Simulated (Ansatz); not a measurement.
## Which is lower?

The two ends of one reaction step of SiNH8ClO, closed shell (PBE0-D4/def2-TZVP).

A:

Si1  (-1.235, -0.351, -0.608)
H2  (-0.184, -1.383, -0.419)
H3  (-1.463, 0.160, -1.977)
H4  (-1.536, 0.534, 0.540)
Cl5  (-2.933, -1.645, -0.454)
H6  (1.108, 0.803, 0.139)
N7  (0.574, 0.972, -0.714)
H8  (1.045, -1.146, 1.463)
O9  (1.619, -0.404, 1.678)
H10  (1.169, 0.762, -1.508)
H11  (0.331, 1.955, -0.761)
H12  (1.505, -0.256, 2.620)
(Å)

B:

```xyz
12
angstrom
Si -1.5575 0.5221 -0.6112
H 1.9160 -1.9075 -1.0565
H -1.7699 -0.7141 -1.3913
H -2.3799 1.6607 -1.0724
Cl -2.2166 0.1140 1.3074
H 0.8102 0.1727 1.2521
N 0.0951 0.9334 -0.6530
H 1.8656 -1.7015 -0.3370
O 1.3287 -0.4433 1.7860
H 0.7927 0.2860 -0.9830
H 0.4159 1.8869 -0.6527
H 0.6996 -0.8094 2.4117
```

Ansatz 0.2.0; basis: def2-TZVPP; cores frozen in the correlated methods. B3LYP uses VWN-RPA correlation.

**Question.** Which structure is lower at CCSD(T), and by how much? (To be estimated.)

**Answer.** By the calculation: B, by 2.69 kcal/mol (electronic energy, against the other). By their contacts, A is a complex of SiH₃Cl ([SiH3][Cl]) + H₂O + NH₃ and B is a complex of SiNH₄Cl ([NH2][SiH2][Cl]) + H₂O + H₂.

**Question.** Do the other methods give the same order? (Judge from chemistry; the calculation decides.)

**Answer.** The calculation gives: Not all: SPW92 gives the other order.

| method | E(B) − E(A) (kcal/mol) |
| --- | --- |
| SPW92 | 1.66 |
| PBE-D4 | -1.64 |
| BLYP-D4 | -4.73 |
| r2SCAN-D4 | -3.03 |
| B97M-V | -2.63 |
| PBE0-D4 | -1.34 |
| B3LYP-D4 | -4.13 |
| r2SCAN0-D4 | -2.48 |
| BHLYP-D4 | -3.79 |
| CAM-B3LYP-D4 | -3.80 |
| wB97X-V | -2.81 |
| wB97M-V | -2.79 |
| B2PLYP | -3.81 |
| PBE-QIDH | -1.79 |
| RPA on PBE | -2.38 |
| HF | -5.27 |
| MP2 | -3.88 |
| CCSD | -2.73 |
| CCSD(T) | -2.69 |

No T1 diagnostic of these runs exceeds 0.010.

Labels in which every atom is bracketed show which atoms are joined, not bond orders.

For scale, one of the runs: CCSD(T)/def2-TZVPP, 258 basis functions, launched by `ansatz run in.yaml --threads 4 --pin off --events-out ev --progress --plain --max-ram 9574MiB`. Hardware: 4 CPU threads of an Arm Neoverse V1, shared host. Wall time 2.9 min; peak host memory 5.8 GiB.
